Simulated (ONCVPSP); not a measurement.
## Hg (Z = 80): one change to an ONCV potential, before and after

Hg (Z = 80), optimised norm-conserving Vanderbilt (ONCV), made with ONCVPSP 4.0.1 (PBE, scalar-relativistic). Core [Kr] 4d10 4f14 5s2, reference 5p6 5d10 6s2. Waves: 6s: rc 2.20 bohr, ncon 4, nbas 7, qcut 2.9 1/bohr, 3 projectors, debl 0.4 Ha; 5p: rc 1.20 bohr, ncon 5, nbas 8, qcut 8.2 1/bohr, 3 projectors, debl 1.9 Ha; 5d: rc 1.25 bohr, ncon 4, nbas 8, qcut 8.3 1/bohr, 2 projectors, debl 0.6 Ha. Local part: polynomial inside 0.95 bohr (lpopt 3, dvloc0 4 Ha). Core correction: Teter function, fcfact 6, rcfact 1.35.

In the p channel the program set the typed energies aside and used -2.444, 0.250, 2.150 Ha.

Change: s: debl 5.4.

Cutoffs: the cutoffs (Ha) at which the residual kinetic energy of the hardest occupied pseudo-wave falls to 1 and 0.1 mHa per electron; they do not see the model core or the augmentation charge, which bear on the density cutoff. Errors are all-electron minus pseudo energies relative to the spin-unpolarised reference configuration.

**Question.** What does the change do?

**Answer.** The potential gets neither clearly harder nor softer (107 Ha and 134 Ha → 107 Ha and 134 Ha); the bound ghost in s disappears; the lowest positive-energy flag moves from s at 126.7 eV to s at 31.4 eV; of the 4 tests that both files solve, the error grows in 0 and shrinks in 1 by more than 15 % and 0.3 meV (median size 7.7 → 7.5 meV); the range in which the s phases agree narrows (upper end 3.6 → 1.1).

| quantity | base | changed |
| --- | --- | --- |
| cutoff, loose | 107 Ha | 107 Ha |
| cutoff, tight | 134 Ha | 134 Ha |
| bound ghosts | s | none |
| GHOST(+) flags under 300 eV | s at 126.7 eV | s at 31.4 eV |
| error for 5p6 5d10 6s1, meV [ΔE 10.69 eV] | -12 | -12 |
| error for 5p6 5d10 6s0, meV [ΔE 29.66 eV] | -49 | -49 |
| error for 5p6 5d9 6s0, meV [ΔE 65.19 eV] | -1.8 | -1.5 |
| error for 5p6 5d10 6s1.5, meV [ΔE 4.36 eV] | -3.4 | -3.3 |
| s: phases at 2.23 bohr within 0.05 rad from the reference energy up to (Ha; the scan ends near 5) | 3.6 | 1.1 |
| p: phases at 1.22 bohr within 0.05 rad from the reference energy up to (Ha; the scan ends near 5) | to the end of the scan | to the end of the scan |
| d: phases at 1.27 bohr within 0.05 rad from the reference energy up to (Ha; the scan ends near 5) | to the end of the scan | to the end of the scan |
| rms error of d²Exc/dni dnj with the model core, mHa | 0.38 | 0.38 |

 A true bound ghost makes a file unfit for plane-wave use even where its test errors are small: the radial tests pick states by their node count and pass the ghost by.
